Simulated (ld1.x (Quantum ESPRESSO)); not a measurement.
# hafnium (Hf): one change to a TM potential, before and after

hafnium (Hf), norm-conserving Troullier–Martins (Kleinman–Bylander form), made with ld1.x (Quantum ESPRESSO) 7.5 (PBE, scalar-relativistic). Core [Xe] 4f14, reference 5d2 6s1.5 6p0 (charge +0.5). Waves: 6s (bound): rc 2.45 bohr; 6p (bound, empty): rc 3.90 bohr; 5d (bound): rc 2.95 bohr. Local part: all-electron potential smoothed inside 3.65 bohr (lloc = -1). Core correction: a·sin(br)/r model core inside 1.60 bohr.

All-electron outer shells of the reference configuration (PBE, scalar-relativistic, ld1.x):

| shell | level (eV) | outermost node (bohr) | outermost maximum (bohr) |
| --- | --- | --- | --- |
| 4f | -20.13 | – | 0.45 |
| 6s | -7.95 | 1.36 | 2.85 |
| 5d | -5.81 | 0.67 | 1.69 |
| 6p | -3.77 | 1.65 | 3.80 |

Change: wave 5d (bound): rc 2.95 bohr becomes 5d (bound): rc 2.30 bohr.

Cutoffs: the cutoffs (Ry, on a coarse ladder) from which the occupation-weighted sum of valence levels, in a spherical-Bessel basis at the reference potential, stays within 10 and 1 mRy of its value at 400 Ry; they do not see the model core or the augmentation charge, which bear on the density cutoff. Errors are all-electron minus pseudo energies relative to the spin-unpolarised reference configuration.

Task: How do hardness, ghosts and transferability respond?

Result: The potential gets harder (18 Ry and 25 Ry → 21 Ry and 30 Ry); of the 7 tests that both files solve, the error grows in 2 and shrinks in 0 by more than 15 % and 0.3 meV (median size 32.3 → 37.4 meV); neither file shows a bound ghost. A smaller radius makes the pseudo-wave follow the all-electron one further in, where it bends more sharply, so more plane waves are needed.

| quantity | base | changed |
| --- | --- | --- |
| cutoff, loose | 18 Ry | 21 Ry |
| cutoff, tight | 25 Ry | 30 Ry |
| loose cutoff by channel (10 mRy a level) | s 6 Ry, d 18 Ry | s 6 Ry, d 21 Ry |
| bound ghosts | none | none |
| error for 5d2 6s2 6p0, meV [ΔE -3.25 eV] | +0.1 | -0.1 |
| error for 5d2 6s1 6p0, meV [ΔE 4.72 eV] | -3.7 | -3.8 |
| error for 5d2 6s0 6p0, meV [ΔE 18.90 eV] | -39 | -38 |
| error for 5d2 6s0 6p2, meV [ΔE 4.61 eV] | -22 | -21 |
| error for 5d1 6s2 6p1, meV [ΔE -1.29 eV] | -87 | -105 |
| error for 5d1 6s0 6p0, meV [ΔE 40.70 eV] | -275 | -287 |
| error for 5d3 6s1 6p0, meV [ΔE -0.66 eV] | -32 | -37 |
| s: phases at 4.23 bohr within 0.05 rad from the reference energy up to (Ry; the scan ends near 5) | 0.6 | 0.6 |
| p: phases at 4.23 bohr within 0.05 rad from the reference energy up to (Ry; the scan ends near 5) | 0.8 | 0.8 |
| d: phases at 4.23 bohr within 0.05 rad from the reference energy up to (Ry; the scan ends near 5) | 0.3 | 0.3 |
